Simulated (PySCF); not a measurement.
BF, charge +1, doublet, at a GFN2-xTB geometry (a state made from the parent by changing its charge; the spin is typed, not shown lowest); DF-REVPBE/6-31G* (PySCF).

Here is a job for PySCF.
```python
from pyscf import gto, scf, dft

mol = gto.Mole()
mol.atom = '''
    B    -0.000000   -0.000000   -0.770016
    F     0.000000    0.000000    0.427787
'''
mol.basis = '6-31g*'
mol.charge = 1
mol.spin = 1
mol.verbose = 4
mol.build()

mf = dft.UKS(mol)
mf.xc = 'revpbe'
mf = mf.density_fit(auxbasis='def2-universal-jkfit')
mf.kernel()
```

Output, abridged:

```
PySCF version 2.14.0

[INPUT] verbose = 4
[INPUT] num. atoms = 2
[INPUT] num. electrons = 13
[INPUT] charge = 1
[INPUT] spin (= nelec alpha-beta = 2S) = 1
[INPUT] symmetry False subgroup None
[INPUT] Mole.unit = angstrom
[INPUT] Symbol           X                Y                Z      unit          X                Y                Z       unit  Magmom
[INPUT]  1 B      0.000000000000   0.000000000000  -0.770016000000 AA    0.000000000000   0.000000000000  -1.455119351533 Bohr   0.0
[INPUT]  2 F      0.000000000000   0.000000000000   0.427787000000 AA    0.000000000000   0.000000000000   0.808400269649 Bohr   0.0

nuclear repulsion = 19.8805433709884
number of shells = 12
number of NR pGTOs = 54
number of NR cGTOs = 28
basis = 6-31g*
ecp = {}

******** <class 'pyscf.df.df_jk.DFUKS'> ********
method = DFUKS
initial guess = minao
damping factor = 0
level_shift factor = 0
DIIS = <class 'pyscf.scf.diis.CDIIS'>
diis_start_cycle = 1
diis_space = 8
diis_damp = 0
SCF conv_tol = 1e-09
SCF conv_tol_grad = None
SCF max_cycles = 50
direct_scf = False
number electrons alpha = 7  beta = 6
XC library pyscf.dft.libxc version 7.1.2
    S. Lehtola, C. Steigemann, M. J. T. Oliveira, and M. A. L. Marques,  SoftwareX 7, 1–5 (2018)
XC functionals = revpbe
    Y. Zhang and W. Yang,  Phys. Rev. Lett. 80, 890 (1998)
    J. P. Perdew, K. Burke, and M. Ernzerhof,  Phys. Rev. Lett. 77, 3865 (1996)
    J. P. Perdew, K. Burke, and M. Ernzerhof,  Phys. Rev. Lett. 78, 1396 (1997)
radial grids:
    Treutler-Ahlrichs [JCP 102, 346 (1995); DOI:10.1063/1.469408] (M4) radial grids

becke partition: Becke, JCP 88, 2547 (1988); DOI:10.1063/1.454033
pruning grids: <function nwchem_prune>
grids dens level: 3
symmetrized grids: False
atomic radii adjust function: <function treutler_atomic_radii_adjust>
small_rho_cutoff = 0
Set gradient conv threshold to 3.16228e-05
tot grids = 28312
init E= -124.787900525808

cycle= 1 E= -124.166467315959  delta_E= 0.621  |g|= 0.331  |ddm|= 1.14
cycle= 2 E= -123.8632672551  delta_E= 0.303  |g|= 1.01  |ddm|= 0.797
cycle= 3 E= -124.220235103622  delta_E= -0.357  |g|= 0.0258  |ddm|= 0.477
cycle= 4 E= -124.220547663754  delta_E= -0.000313  |g|= 0.00657  |ddm|= 0.0336
cycle= 5 E= -124.22056874819  delta_E= -2.11e-05  |g|= 0.000743  |ddm|= 0.00638
cycle= 6 E= -124.220569060398  delta_E= -3.12e-07  |g|= 0.000154  |ddm|= 0.000644
cycle= 7 E= -124.220569087108  delta_E= -2.67e-08  |g|= 4.7e-05  |ddm|= 0.000262
cycle= 8 E= -124.22056908866  delta_E= -1.55e-09  |g|= 1.03e-05  |ddm|= 6.39e-05
cycle= 9 E= -124.220569088698  delta_E= -3.87e-11  |g|= 1.3e-07  |ddm|= 5.47e-06
Extra cycle  E= -124.220569088698  delta_E= 5.68e-14  |g|= 1.11e-07  |ddm|= 1.92e-07
converged SCF energy = -124.220569088698  <S^2> = 0.75384323  2S+1 = 2.0038395
```
